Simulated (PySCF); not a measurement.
CH5F3Si2, SMILES C([SiH2]F)[SiH](F)F.

The structure is a stationary point at PBE0-D3(BJ)/def2-SVP. The structure was generated by enumeration, and PubChem lists no compound with its InChIKey, so it may never have been made. One conformer was computed; it need not be the lowest.

Method: PBE0-D3(BJ)/def2-SVP (PySCF).

Frequencies are harmonic and unscaled.

```
mode  ν (cm⁻¹)  IR (km/mol)  moving atoms (share of kinetic energy)
----  --------  -----------  --------------------------------------
1           45          2.8          F 67 %, C 13 %, H 11 %, Si 8 %
2           58          2.2         F 67 %, H 13 %, Si 10 %, C 10 %
3           97          0.3                 F 53 %, Si 28 %, H 16 %
4          188          2.8                  F 68 %, Si 20 %, H 9 %
5          264         29.5         F 49 %, H 23 %, Si 17 %, C 10 %
6          328         18.8                 F 54 %, Si 33 %, H 13 %
7          339          2.7         Si 46 %, F 27 %, H 16 %, C 11 %
8          519         12.2                  H 71 %, Si 15 %, C 9 %
9          655         14.8                 C 50 %, H 28 %, Si 16 %
10         705         38.6                  H 62 %, C 23 %, Si 9 %
11         730         19.5                                  H 90 %
12         771        113.6                 H 42 %, C 28 %, Si 24 %
13         830         22.9                          H 65 %, F 24 %
14         837          7.1                          H 83 %, F 13 %
15         862         20.8                 F 47 %, H 35 %, Si 17 %
16         884        202.3                 F 38 %, Si 31 %, H 26 %
17         924        186.7                 H 51 %, Si 28 %, F 16 %
18         964        244.5                 H 48 %, Si 28 %, F 21 %
19         971        104.4                 H 62 %, Si 23 %, F 15 %
20        1018         84.5                         H 82 %, Si 14 %
21        1084        221.1                          H 49 %, C 43 %
22        1367         17.0                           H 92 %, C 8 %
23        2263        122.4                                  H 97 %
24        2280        105.8                                  H 96 %
25        2327        104.5                                  H 97 %
26        3072          1.5                                  H 95 %
27        3142          1.1                           H 91 %, C 9 %
```
